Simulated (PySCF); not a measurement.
C4H7O, doublet, geometry from GFN2-xTB. Base run: SVWN5/STO-3G run with PySCF.

Here is a job for PySCF.
```python
from pyscf import gto, scf, dft

mol = gto.M(
    atom='''
C     0.39615140   -1.17435019   -0.08488802
C     1.24097810   -0.03210821    0.32662047
C     0.19419249    1.08466725    0.46820673
O    -0.88767801    0.72850739   -0.37076340
C    -0.95889722   -0.68402581   -0.41439081
H     0.71474834   -2.19101429   -0.17726762
H     1.78917659   -0.20931134    1.25589251
H     1.98423700    0.21871540   -0.44345930
H     0.54855254    2.06541774    0.14884975
H    -0.14825554    1.15023996    1.51220609
H    -1.30758986   -0.97637199   -1.41435287
H    -1.71399345   -1.05083300    0.31094843
''',
    basis='sto-3g',
    spin=1,
    verbose=5,
)

mf = dft.UKS(mol)
mf.xc = 'lda,vwn'
mf.kernel()
```

Variants of this job, named by their change:

```json
[
 {"change": "base", "ΔE vs base (mEh)": "0.000", "grid points": "139216", "electrons on the grid": "39.00001"},
 {"change": "grids.atom_grid = (99, 590)", "ΔE vs base (mEh)": "0.004", "grid points": "388992", "electrons on the grid": "39.00000"},
 {"change": "grids.level = 7", "ΔE vs base (mEh)": "0.004", "grid points": "783888", "electrons on the grid": "39.00000"},
 {"change": "grids.level = 2", "ΔE vs base (mEh)": "-0.001", "grid points": "93648", "electrons on the grid": "39.00001"},
 {"change": "grids.atom_grid = (75, 302)", "ΔE vs base (mEh)": "0.000", "grid points": "174424", "electrons on the grid": "39.00001"},
 {"change": "grids.atom_grid = (30, 110)", "ΔE vs base (mEh)": "0.222", "grid points": "29544", "electrons on the grid": "38.99873"},
 {"change": "grids.level = 5", "ΔE vs base (mEh)": "0.004", "grid points": "379672", "electrons on the grid": "39.00000"},
 {"change": "grids.level = 0", "ΔE vs base (mEh)": "-49.043", "grid points": "9776", "electrons on the grid": "39.00346"},
 {"change": "grids.becke_scheme = stratmann", "ΔE vs base (mEh)": "0.005", "grid points": "139216", "electrons on the grid": "39.00000"},
 {"change": "grids.radi_method = delley", "ΔE vs base (mEh)": "0.000", "grid points": "149656", "electrons on the grid": "39.00001"},
 {"change": "grids.radi_method = mura_knowles", "ΔE vs base (mEh)": "0.000", "grid points": "132736", "electrons on the grid": "39.00001"}
]
```

Open shells are given as the SCF converged; they aren't shown to be the lowest states, and a large step between rows can be another state.
